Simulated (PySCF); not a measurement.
CH₆ClNSi₃, SMILES [Si@H]1([Si@@H](N=C1)[SiH3])Cl.

Geometry optimised at ωB97X-D3(BJ)/def2-SVP. The structure was generated by enumeration; whether it is a known compound was not checked.

Two levels are set side by side: PBE/def2-TZVP (PySCF) and r2SCAN/def2-TZVP (PySCF). Same geometry, gas phase. Differences are taken from unrounded values.

```json
[
 {"quantity": "orbital gap (eV)", "r2SCAN": "3.41", "PBE": "3.01", "PBE minus r2SCAN": "-0.40"},
 {"quantity": "highest occupied level (eV)", "r2SCAN": "-5.93", "PBE": "-5.70", "PBE minus r2SCAN": "0.23"},
 {"quantity": "lowest empty level (eV)", "r2SCAN": "-2.52", "PBE": "-2.69", "PBE minus r2SCAN": "-0.17"},
 {"quantity": "dipole moment (D)", "r2SCAN": "0.88", "PBE": "0.82", "PBE minus r2SCAN": "-0.06"},
 {"quantity": "mean polarisability (bohr³)", "r2SCAN": "112.0", "PBE": "115.3", "PBE minus r2SCAN": "3.3"}
]
```

Rough cost on one machine, each run with all the roots and properties that it gave: r2SCAN against PBE about 3 times.
